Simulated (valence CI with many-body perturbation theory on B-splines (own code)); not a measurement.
## Fe11+: E2, M1, M2 decay

Calculated by valence CI with perturbative core correlation (CI+MBPT): five valence electrons over a frozen Dirac-Fock core [Ne], radial functions for each j: 9 s, 9 p, 8 d, 6 f, 3 g, 1 h, with the one-electron correlation potential Σ1, the two-electron term Σ2, the three-electron term Σ3, Breit, model QED; selected CI, second order for the rest, scaled by the run's own slope (own B-spline code, finite nucleus).

No measured levels were compared; by estimate levels of excited configurations hold to 0.05 to 0.15 % of their energy, terms of the ground configuration to about 0.5 %. Among the levels kept, up to 650 cm⁻¹ of a level comes from second order outside the variational space, and about a tenth of that is noise between levels of different J, which matters for small intervals.

Lines 1 to 19 of 19 in falling wavelength, among levels below 81.009 eV, chosen from the decays that carry over 1 % of a level's rate. Wavelengths and rates use the calculated energies, so an error of 200 cm⁻¹ moves a line at 3064 Å by 0.61 % and its rate by three times that or more. Electric multipoles are in the length gauge, E1 and E2 with the static RPA response of the core. S is in atomic units (e²a₀⁴ for E2 and M2, e²a₀⁶ for E3), for M1 in squared Bohr magnetons. Weak lines are less certain than strong ones. Lines between different terms over intervals too small for the method are left out, as are lines whose strength nearly cancels.

Names give the largest LS component (configuration and term), which can be under half, so a name can repeat, a term be missing and a line seem to break the LS rules; names also repeat where a configuration has a term twice. Letters in brackets count levels of one name in rising energy.

| λ vac (Å) | Upper | Lower | Type | A (s⁻¹) | S (a.u.) |
| --- | --- | --- | --- | --- | --- |
| 22040 | 3s2 3p3 2D°_5/2 | 3s2 3p3 2D°_3/2 | M1 | 8.89e-01 | 2.12e+00 |
| 14630 | 3s2 3p2 3d 4F_9/2 | 3s2 3p2 3d 4F_7/2 | M1 | 8.13e+00 | 9.44e+00 |
| 3064 | 3s2 3p3 2P°_1/2 | 3s2 3p3 2D°_3/2 | M1 | 7.05e+01 | 1.50e-01 |
| 2899 | 3s2 3p3 2P°_3/2 | 3s2 3p3 2D°_5/2 | M1 | 7.98e+01 | 2.88e-01 |
| 2815 | 3s2 3p2 3d 2G_9/2 | 3s2 3p2 3d 4D_7/2 | M1 | 8.34e+00 | 6.90e-02 |
| 2562 | 3s2 3p3 2P°_3/2 | 3s2 3p3 2D°_3/2 | M1 | 1.99e+02 | 4.97e-01 |
| 2392 | 3s2 3p3 2D°_3/2 | 3s2 3p3 4S°_3/2 | M1 | 5.46e+01 | 1.11e-01 |
| 2158 | 3s2 3p3 2D°_5/2 | 3s2 3p3 4S°_3/2 | M1 | 2.14e+00 | 4.77e-03 |
| 2158 | 3s2 3p3 2D°_5/2 | 3s2 3p3 4S°_3/2 | E2 | 1.06e-01 | 2.66e-02 |
| 1980 | 3s2 3p2 3d 2G_9/2 | 3s2 3p2 3d 2F_7/2 [a] | M1 | 5.33e+00 | 1.53e-02 |
| 1834 | 3s2 3p2 3d 2G_9/2 | 3s2 3p2 3d 4F_9/2 | M1 | 1.18e+02 | 2.70e-01 |
| 1629 | 3s2 3p2 3d 2G_9/2 | 3s2 3p2 3d 4F_7/2 | M1 | 6.33e+01 | 1.02e-01 |
| 1343 | 3s2 3p3 2P°_1/2 | 3s2 3p3 4S°_3/2 | M1 | 1.90e+02 | 3.42e-02 |
| 1237 | 3s2 3p3 2P°_3/2 | 3s2 3p3 4S°_3/2 | M1 | 3.47e+02 | 9.74e-02 |
| 642.2 | 3s2 3p2 3d 2G_9/2 | 3s 3p4 2D_5/2 | E2 | 1.78e+01 | 1.74e-02 |
| 592.8 | 3s2 3p2 3d 4F_9/2 | 3s 3p4 4P_5/2 | E2 | 5.62e+01 | 3.67e-02 |
| 448.0 | 3s2 3p2 3d 2G_9/2 | 3s 3p4 4P_5/2 | E2 | 1.00e+01 | 1.61e-03 |
| 252.1 | 3s2 3p2 3d 4F_9/2 | 3s2 3p3 2D°_5/2 | M2 | 3.85e+01 | 3.49e-04 |
| 221.6 | 3s2 3p2 3d 2G_9/2 | 3s2 3p3 2D°_5/2 | M2 | 5.83e+00 | 2.78e-05 |
